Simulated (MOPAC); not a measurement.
MOPAC input (PM3):

```
PM3 FORCE THERMO(298,298) PRECISE LET UHF MS=0.5 GEO-OK AUX(PRECISION=9) THREADS=1
C4H2ISe

I     1.74875706 1   -0.89768598 1    0.43932136 1
C     0.00537954 1   -0.12134644 1    0.03203522 1
C    -1.16565648 1   -0.88901391 1    0.09202372 1
C    -2.38241465 1   -0.43200166 1   -0.17028699 1
Se   -2.06495581 1    1.42960613 1   -0.61439234 1
C    -0.19088697 1    1.16464444 1   -0.32395204 1
H    -3.36789614 1   -0.87440350 1   -0.17249213 1
H     0.52545851 1    1.96741712 1   -0.44685737 1
```

Output:

```
 *******************************************************************************
 **                                                                           **
 **                              MOPAC v23.2.5                                **
 **                                                                           **
 *******************************************************************************
 ** MOPAC's Digital Object Identifier: https://doi.org/10.5281/zenodo.6511958 **
 **                                                                           **
 ** Please cite the open-source release paper for use of this MOPAC version:  **
 ** J. E. Moussa and J. J. P. Stewart (2026)                                  **
 ** MOPAC: An open-source semiempirical molecular orbital program             **
 ** J. Open Source Softw., 11(119), 8025, https://doi.org/10.21105/joss.08025 **
 *******************************************************************************

                              PM3 CALCULATION RESULTS

 *******************************************************************************
 *  PM3        - The PM3 Hamiltonian to be used
 *  GEO-OK     - OVERRIDE INTERATOMIC DISTANCE AND OTHER SAFETY CHECKS
 *  UHF        - UNRESTRICTED HARTREE-FOCK CALCULATION
 *  MS=        - IN MECI, MAGNETIC COMPONENT OF SPIN =  0.5
 *  LET        - OVERRIDE SOME SAFETY CHECKS
 *  PRECISE    - TIGHTER CRITERIA TO BE USED
 *  FORCE      - FORCE CALCULATION SPECIFIED
 *  AUX        - OUTPUT AUXILIARY INFORMATION
 *  THERMO     - THERMODYNAMIC QUANTITIES TO BE CALCULATED
 *******************************************************************************
PM3 FORCE THERMO(298,298) PRECISE LET UHF MS=0.5 GEO-OK AUX(PRECISION=9) THREADS=1
 C4H2ISe

   ATOM   CHEMICAL          X               Y               Z
  NUMBER   SYMBOL      (ANGSTROMS)     (ANGSTROMS)     (ANGSTROMS)

     1       I          1.74875706  *  -0.89768598  *   0.43932136  *
     2       C          0.00537954  *  -0.12134644  *   0.03203522  *
     3       C         -1.16565648  *  -0.88901391  *   0.09202372  *
     4       C         -2.38241465  *  -0.43200166  *  -0.17028699  *
     5      Se         -2.06495581  *   1.42960613  *  -0.61439234  *
     6       C         -0.19088697  *   1.16464444  *  -0.32395204  *
     7       H         -3.36789614  *  -0.87440350  *  -0.17249213  *
     8       H          0.52545851  *   1.96741712  *  -0.44685737  *

          CARTESIAN COORDINATES

    NO.       ATOM           X           Y           Z

     1         I          1.7488     -0.8977      0.4393
     2         C          0.0054     -0.1213      0.0320
     3         C         -1.1657     -0.8890      0.0920
     4         C         -2.3824     -0.4320     -0.1703
     5        Se         -2.0650      1.4296     -0.6144
     6         C         -0.1909      1.1646     -0.3240
     7         H         -3.3679     -0.8744     -0.1725
     8         H          0.5255      1.9674     -0.4469

  H: (PM3): J. J. P. STEWART, J. COMP. CHEM. 10, 209 (1989).
  C: (PM3): J. J. P. STEWART, J. COMP. CHEM. 10, 209 (1989).
 Se: (PM3): J. J. P. STEWART, J. COMP. CHEM. 12, 320-341 (1991).
  I: (PM3): J. J. P. STEWART, J. COMP. CHEM. 10, 209 (1989).

           Empirical Formula: C4 H2 I Se  =     8 atoms
[...]
 EFFECTIVE MASS      3.1253
 FORCE CONSTANT      0.5390

 VIBRATION         14    9A'         ATOM PAIR     ENERGY CONTRIBUTION    RADIAL
 FREQUENCY          1417.36         C 2 -- C 3         +22.2% ( 78.3%)     96.8%
 TRANSITION DIPOLE   1.5363         C 3 -- C 4         +14.4% ( 63.0%)     75.0%
 TRAVEL (Ang.)       0.1050         C 2 -- C 6         +14.3% ( 62.8%)      0.1%
 REDUCED MASS        4.3169         I 1 -- C 2         +14.3% ( 62.7%)     62.1%
 EFFECTIVE MASS     12.1189         C 2 -- Se5         +14.0% ( 62.2%)     37.4%
 FORCE CONSTANT      5.1096

 VIBRATION         15   10A'         ATOM PAIR     ENERGY CONTRIBUTION    RADIAL
 FREQUENCY          1578.38         C 2 -- C 6         +27.5% ( 90.5%)     99.0%
 TRANSITION DIPOLE   0.3790         C 2 -- C 3         +15.5% ( 67.8%)     78.3%
 TRAVEL (Ang.)       0.1021         I 1 -- C 2          +9.9% ( 54.2%)     19.1%
 REDUCED MASS        4.1001         C 2 -- Se5          +9.9% ( 54.1%)     36.1%
 EFFECTIVE MASS     12.1248
 FORCE CONSTANT      6.0182

 VIBRATION         16   11A'         ATOM PAIR     ENERGY CONTRIBUTION    RADIAL
 FREQUENCY          1705.22         C 3 -- C 4         +23.5% ( 78.2%)     93.5%
 TRANSITION DIPOLE   1.8471         C 2 -- C 3         +18.7% ( 69.7%)     46.9%
 TRAVEL (Ang.)       0.1043         C 3 -- Se5         +10.9% ( 53.2%)     13.7%
 REDUCED MASS        3.6341         I 1 -- C 3         +10.9% ( 53.2%)     99.9%
 EFFECTIVE MASS     12.0361         C 2 -- C 6         +10.8% ( 52.9%)     77.6%
 FORCE CONSTANT      6.2260

 VIBRATION         17   12A'         ATOM PAIR     ENERGY CONTRIBUTION    RADIAL
 FREQUENCY          3173.31         C 6 -- H 8         +95.9% ( 99.9%)    100.0%
 TRANSITION DIPOLE   0.6511         C 2 -- C 6          +1.4% ( 12.1%)     51.5%
 TRAVEL (Ang.)       0.1513         I 1 -- C 6          +1.3% ( 11.8%)      2.8%
 REDUCED MASS        0.9287         Se5 -- C 6          +1.3% ( 11.8%)     22.9%
 EFFECTIVE MASS      1.5131
 FORCE CONSTANT      5.5100

 VIBRATION         18   13A'         ATOM PAIR     ENERGY CONTRIBUTION    RADIAL
 FREQUENCY          3194.82         C 4 -- H 7         +96.9% ( 99.9%)    100.0%
 TRANSITION DIPOLE   0.7345         C 3 -- C 4          +1.5% ( 12.6%)     59.9%
 TRAVEL (Ang.)       0.1507         C 4 -- Se5          +1.4% ( 12.2%)     23.7%
 REDUCED MASS        0.9288
 EFFECTIVE MASS      1.5296
 FORCE CONSTANT      5.5858

      SYMMETRY NUMBER FOR POINT-GROUP Cs  =  1

          SYSTEM IS A GROUND STATE

 C4H2ISe

          MOLECULE IS NOT LINEAR

          THERE ARE 18 GENUINE VIBRATIONS IN THIS SYSTEM
          THIS THERMODYNAMICS CALCULATION IS LIMITED TO
          MOLECULES WHICH HAVE NO INTERNAL ROTATIONS

                    CALCULATED THERMODYNAMIC PROPERTIES
                                          *
   TEMP. (K)   PARTITION FUNCTION   H.O.F.    ENTHALPY  HEAT CAPACITY ENTROPY
                                   KCAL/MOL   CAL/MOLE    CAL/K/MOL  CAL/K/MOL

 298.00  VIB.     0.9018D+01                  1974.0121    14.3490    10.9946
         ROT.     0.7619D+06                   888.2803     2.9808    29.8946
         INT.     0.6871D+07                  2862.2924    17.3298    40.8892
         TRA.     0.3958D+28                  1480.4672     4.9680    42.5169
         TOT.                       99.376    4342.7596    22.2978    83.4061

   *: NOTE: HEATS OF FORMATION ARE RELATIVE TO THE
            ELEMENTS IN THEIR STANDARD STATE AT 298K
              (=  Standard Enthalpy of Formation).

            Hvib:  Zero-point energy is not included.
                   frequencies of less than zero cm-1 are not included.
            Hrot = (3/2)RT
            Htra = (3/2)RT + pV = (5/2)RT

            Heat capacity is Cp, not Cv

          For more information, see: HTTP://OpenMOPAC.net/Manual/thermochemistry.html

           FORCE CONSTANT IN CARTESIAN COORDINATES (Millidynes/A)

    ATOM   CHEMICAL       X               Y               Z
   NUMBER   SYMBOL  FORCE CONSTANT  FORCE CONSTANT  FORCE CONSTANT

      1       I        5.969078        0.277640        0.090882
      2       C       11.738315       10.386481        1.497639
      3       C       11.043561        7.246024        0.994891
      4       C       11.862541        5.731945        1.127396
      5      Se        3.807654        2.915476        0.261766
      6       C        6.192690       12.802279        1.341431
      7       H        2.680660        3.423956        0.235323
      8       H        0.928230        5.147604        0.286623

 **********************
 *                    *
 * JOB ENDED NORMALLY *
 *                    *
 **********************

 == MOPAC DONE ==
```
